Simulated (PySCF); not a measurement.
Isomers of C3H5F3OSi, one GFN2-xTB conformer each. Single-point energies are computed at PBE0/pcSseg-1 (PySCF, gas phase, no added dispersion term), electronic only.

| SMILES | GFN2-xTB relative energy (kJ/mol) |
| --- | --- |
| CO[SiH2]C(F)=C(F)F | 29.5 |
| O[SiH2]CC(F)=C(F)F | 0.0 |

Conformers: `[CH3:1][O:2][SiH2:3][C:4]([F:5])=[C:6]([F:7])[F:8]` with C1–O2–Si3–C4 176°, O2–Si3–C4–F5 158°; `[OH:1][SiH2:2][CH2:3][C:4]([F:5])=[C:6]([F:7])[F:8]` with H–O1–Si2–C3 -42°, O1–Si2–C3–C4 64°, Si2–C3–C4–F5 -65°.

Problem. What does PBE0/pcSseg-1 give for the same structures?

Solution. 
| SMILES | PBE0/pcSseg-1 E (Eh) | PBE0/pcSseg-1 (kJ/mol) | GFN2-xTB (kJ/mol) | point group |
| --- | --- | --- | --- | --- |
| O[SiH2]CC(F)=C(F)F | -780.89582 | 0.0 | 0.0 | C1 |
| CO[SiH2]C(F)=C(F)F | -780.86865 | 71.3 | 29.5 | C1 |

Both levels put the same isomer lowest. As drawn, the lower has an O–H bond, which the higher lacks.

Problem. Which frontier levels, dipoles and rotational constants go with these structures?

Solution. 
| SMILES | HOMO (eV, PBE0/pcSseg-1) | LUMO (eV) | dipole (D) | A, B, C (MHz) |
| --- | --- | --- | --- | --- |
| O[SiH2]CC(F)=C(F)F | -7.14 | 0.24 | 0.94 | 3138, 923.6, 784.8 |
| CO[SiH2]C(F)=C(F)F | -7.38 | -0.16 | 3.20 | 2684, 1087, 795.3 |
